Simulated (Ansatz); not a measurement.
`B[SiH](Cl)[SnH3]` + arsine → `B[AsH2]` + `Cl[SiH2][SnH3]` at 500 K and 1 bar (cleavage of the B–Si bond).

Program: Ansatz. Geometries: PBE0-D4/def2-TZVP. ΔE: electronic, gas phase. CCSD(T)/CBS is the MP2 limit (def2-TZVPP, def2-QZVPP) plus CCSD(T) − MP2 in def2-TZVPP, frozen cores. def2 core potentials past Kr. For As, Sn outer-core shells are correlated without core-valence functions, which leaves a few kJ/mol of doubt a bond. Scalar relativity is left out up to krypton.

```json
{"species": "`B[SiH](Cl)[SnH3]`", "CCSD(T)/CBS energy (Eh)": "-991.28328", "H − E (kJ/mol)": "188.2", "S (J/(mol·K))": "461.7"}
{"species": "`[AsH3]`", "CCSD(T)/CBS energy (Eh)": "-2236.79077", "H − E (kJ/mol)": "76.6", "S (J/(mol·K))": "245.1"}
{"species": "`B[AsH2]`", "CCSD(T)/CBS energy (Eh)": "-2262.17165", "H − E (kJ/mol)": "121.3", "S (J/(mol·K))": "305.2"}
{"species": "`Cl[SiH2][SnH3]`", "CCSD(T)/CBS energy (Eh)": "-965.91563", "H − E (kJ/mol)": "144.4", "S (J/(mol·K))": "408.4"}
```

H − E and S are ideal-gas, rigid-rotor, harmonic terms from PBE0-D4/def2-TZVP, for one conformer and one mirror image of each species. 1 Eh = 2625.50 kJ/mol, R = 8.31446 J/(mol·K).

Question: By hand: ΔE, ΔH, ΔS and ΔG.

Answer: ΔE = (-2262.17165) + (-965.91563) − (-991.28328) − (-2236.79077) = -0.01323 Eh = -34.7 kJ/mol. Δ(H − E) = 121.3 + 144.4 − 188.2 − 76.6 = 0.9, so ΔH = -33.8 kJ/mol. ΔS = 305.2 + 408.4 − 461.7 − 245.1 = 6.8 J/(mol·K). ΔG = -33.8 − 500 × (6.8)/1000 = -37.2 kJ/mol.

Question: By hand: the equilibrium constant, and the temperature at which ΔG would vanish if ΔH and ΔS stayed fixed.

Answer: log₁₀ K = −ΔG/(RT ln 10) = 3.9. ΔH and −TΔS have one sign here, so there is no such temperature.

The number of gas molecules stays the same, so ΔS is small and ΔH decides. A doubt of 5 kJ/mol in ΔE shifts log₁₀ K by 0.5 here. Other conformers and mirror images would add mixing entropy, several J/(mol·K) or more a flexible species. Modes under 60 cm⁻¹, often nearly free rotors, make the harmonic entropy too high. These are equilibria of isolated gas molecules and say nothing of rates. Largest T1 diagnostic: 0.014 (customary marks: 0.02 for closed shells, 0.045 for open ones).

ΔS is within the doubt of such terms, so its sign, and with it that verdict, could turn.
